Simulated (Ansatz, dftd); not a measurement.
System: C₃H₆O, charge 0, singlet. C3H6O (SMILES C=CCO).
B3LYP-D3(BJ)/def2-TZVP minimum from Ansatz (a program for electronic structure):
```xyz
10

C      1.6892    -0.3896    -0.5271
C      0.7546     0.1540     0.2425
C     -0.6261     0.4924    -0.2244
O     -1.6295    -0.1713     0.5449
H      1.5002    -0.6114    -1.5719
H      2.6760    -0.6245    -0.1493
H      0.9599     0.3622     1.2888
H     -0.7297     0.2642    -1.2921
H     -0.8254     1.5579    -0.0904
H     -1.4513    -1.1180     0.5094
```
Charge 0, spin multiplicity 1.

Quantity: atomisation energy (electronic, to ground-state atoms), in kcal/mol. Open shells are spin-unrestricted; no spin-orbit coupling. Cores are frozen in correlated methods. Rows without X2C or -DK are non-relativistic. CBS(X,Y): correlation extrapolated as X^-3, Hartree-Fock from the larger set. A bracket is a step between two methods taken in the basis named. Functionals run without relativity, which enters their misses. Double hybrids freeze cores in their MP2 part. 'core' is core correlation in cc-pwCVTZ, 'X2C' scalar relativity in cc-pVTZ-DK, both at CCSD(T). For partners of very few electrons the exact lower level stands in for a higher one.

```tsv
level	program	atomisation energy (kcal/mol)	difference against the last row
HF/cc-pVTZ	Ansatz	698.0	-261.6
HF/cc-pVQZ	Ansatz	699.5	-260.1
r2SCANh/def2-TZVPD	Ansatz	950.0	-9.6
CAM-B3LYP/def2-TZVPD	Ansatz	957.3	-2.3
wB97M-V/def2-TZVPD	Ansatz	957.4	-2.2
B2PLYP-D3(BJ)/def2-TZVPD	Ansatz + dftd3	948.0	-11.6
B2GP-PLYP-D3(BJ)/def2-TZVPD	Ansatz + dftd3	944.4	-15.2
MP2/CBS(cc-pVTZ,cc-pVQZ)	Ansatz	971.8	12.2
CCSD/cc-pVTZ	Ansatz	919.1	-40.5
CCSD(T)/CBS(cc-pVTZ,cc-pVQZ)	Ansatz	956.0	-3.6
CCSD(T)/CBS(cc-pVTZ,cc-pVQZ) + core + X2C	Ansatz	958.9	-0.7
CCSDT(Q)/cc-pVDZ	Ansatz	885.5	-74.1
CCSD(T)/CBS(cc-pVTZ,cc-pVQZ) + [CCSDT(Q) - CCSD(T)]/cc-pVDZ + core + X2C	Ansatz	959.6	0.0
```
